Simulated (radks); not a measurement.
The numbers below are computed, except where a source is named.
Nd XXV, 36 electrons, occupied as [Kr]. Level of theory: scalar-relativistic Kohn-Sham, PBE, spin-polarised, spherical densities, finite nucleus; Fermi nuclear charge, rms radius 4.9123 fm (a radial shooting solver on a logarithmic mesh with Libxc functionals).

Normalised radial functions P(r) = r R(r), r in bohr:

```
   r/bohr * 3p, o 3d, + 4s (the largest magnitude, 2.16, reaches the edge; | marks zero, & curves that meet)
 0.002842                             &  +
 0.003642                             o* +
  0.00463                             o*  +
 0.005934                             o*  +
 0.007604                             o *  +
 0.009666                             o  * +
  0.01239                             o   *+
  0.01587                             o   +*
  0.02018                             |o +   *
  0.02586                             |&        *
  0.03314                           + | o          *
  0.04212                        +    |   o          *
  0.05398                      +      |     o         *
  0.06862                     +       |        o    *
  0.08794                       +     |       *     o
   0.1127                           *+|                  o
   0.1433                *            |     +                 o
   0.1836      *                      |           +             o
   0.2352  *                          |         +              o
   0.2991     *                       | +                 o
   0.3832             *    +          |            o
   0.4911          +           *      |      o
   0.6243          +                * | o
      0.8                  +          *o
    1.017                         +   &
    1.303                            +&
     1.67                             &
```

3p: eigenvalue -1999.4 eV, 1 radial node at r = 0.109 bohr, <r> = 0.262 bohr, 90 % of the charge inside 0.391 bohr. 3d: eigenvalue -1678.8 eV, 0 radial nodes, <r> = 0.238 bohr, 90 % of the charge inside 0.370 bohr. 4s: eigenvalue -935.09 eV, 3 radial nodes at r = 0.0290, 0.115, 0.309 bohr, <r> = 0.558 bohr, 90 % of the charge inside 0.790 bohr.
